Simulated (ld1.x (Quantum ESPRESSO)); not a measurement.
Cutoff test, Xe (Z = 54), ultrasoft

Xe, ultrasoft, made with ld1.x (Quantum ESPRESSO) 7.5 (PBE, scalar-relativistic). Core [Kr] 4d10, reference 5s2 5p5.5 (charge +0.5). Waves: 5s (bound): rcut 1.25, rcutus 1.65 bohr; 5s channel at -0.75 Ry: rcut 1.25, rcutus 1.65 bohr; 5p (bound): rcut 1.65, rcutus 1.90 bohr; 5p channel at 0.65 Ry: rcut 1.65, rcutus 1.90 bohr; 5d channel at 0.25 Ry: rcut 1.45, rcutus 1.65 bohr. Local part: all-electron potential smoothed inside 1.85 bohr (lloc = -1). Core correction: Bessel-smoothed model core inside 1.50 bohr. Augmentation charge: built from norm-conserving waves at rcut, not smoothed further.

The pseudo-atom Hamiltonian at the reference potential is diagonalised in spherical Bessel functions j_l(qr) that vanish at 20 bohr, with q² up to the cutoff. All-electron valence levels (Ry): 5s -1.7847, 5p -0.9188.

Question: How do the lowest levels (Ry) of each channel move with the cutoff, and are there ghosts?

Answer:

```json
{"cutoff (Ry)": "8", "s #1": "-1.7519", "p #1": "-0.9185", "p #2": "-0.0917", "d #1": "-0.0708", "d #2": "0.0175", "f #1": "0.0380", "f #2": "0.1471", "Σ f·Δε (mRy)": "71.4"}
{"cutoff (Ry)": "10", "s #1": "-1.7691", "p #1": "-0.9189", "p #2": "-0.0918", "d #1": "-0.0728", "d #2": "0.0167", "f #1": "0.0380", "f #2": "0.1471", "Σ f·Δε (mRy)": "34.7"}
{"cutoff (Ry)": "12", "s #1": "-1.7792", "p #1": "-0.9189", "p #2": "-0.0918", "d #1": "-0.0754", "d #2": "0.0156", "f #1": "0.0380", "f #2": "0.1470", "Σ f·Δε (mRy)": "14.3"}
{"cutoff (Ry)": "15", "s #1": "-1.7834", "p #1": "-0.9191", "p #2": "-0.0918", "d #1": "-0.0780", "d #2": "0.0146", "f #1": "0.0380", "f #2": "0.1470", "Σ f·Δε (mRy)": "5.3"}
{"cutoff (Ry)": "18", "s #1": "-1.7844", "p #1": "-0.9191", "p #2": "-0.0918", "d #1": "-0.0811", "d #2": "0.0135", "f #1": "0.0380", "f #2": "0.1470", "Σ f·Δε (mRy)": "3.2"}
{"cutoff (Ry)": "21", "s #1": "-1.7844", "p #1": "-0.9191", "p #2": "-0.0918", "d #1": "-0.0825", "d #2": "0.0130", "f #1": "0.0380", "f #2": "0.1470", "Σ f·Δε (mRy)": "3.0"}
{"cutoff (Ry)": "25", "s #1": "-1.7846", "p #1": "-0.9192", "p #2": "-0.0919", "d #1": "-0.0833", "d #2": "0.0127", "f #1": "0.0380", "f #2": "0.1470", "Σ f·Δε (mRy)": "2.1"}
{"cutoff (Ry)": "30", "s #1": "-1.7850", "p #1": "-0.9192", "p #2": "-0.0919", "d #1": "-0.0837", "d #2": "0.0126", "f #1": "0.0380", "f #2": "0.1470", "Σ f·Δε (mRy)": "0.9"}
{"cutoff (Ry)": "35", "s #1": "-1.7852", "p #1": "-0.9193", "p #2": "-0.0919", "d #1": "-0.0838", "d #2": "0.0126", "f #1": "0.0380", "f #2": "0.1470", "Σ f·Δε (mRy)": "0.6"}
{"cutoff (Ry)": "40", "s #1": "-1.7852", "p #1": "-0.9193", "p #2": "-0.0919", "d #1": "-0.0838", "d #2": "0.0126", "f #1": "0.0380", "f #2": "0.1470", "Σ f·Δε (mRy)": "0.6"}
{"cutoff (Ry)": "400", "s #1": "-1.7853", "p #1": "-0.9193", "p #2": "-0.0919", "d #1": "-0.0838", "d #2": "0.0126", "f #1": "0.0380", "f #2": "0.1470", "Σ f·Δε (mRy)": "0.0"}
```

Result: no extra level below or beside the all-electron valence levels (s, p, d, f tested); 10 mRy is reached at 15 Ry and 1 mRy at 30 Ry.
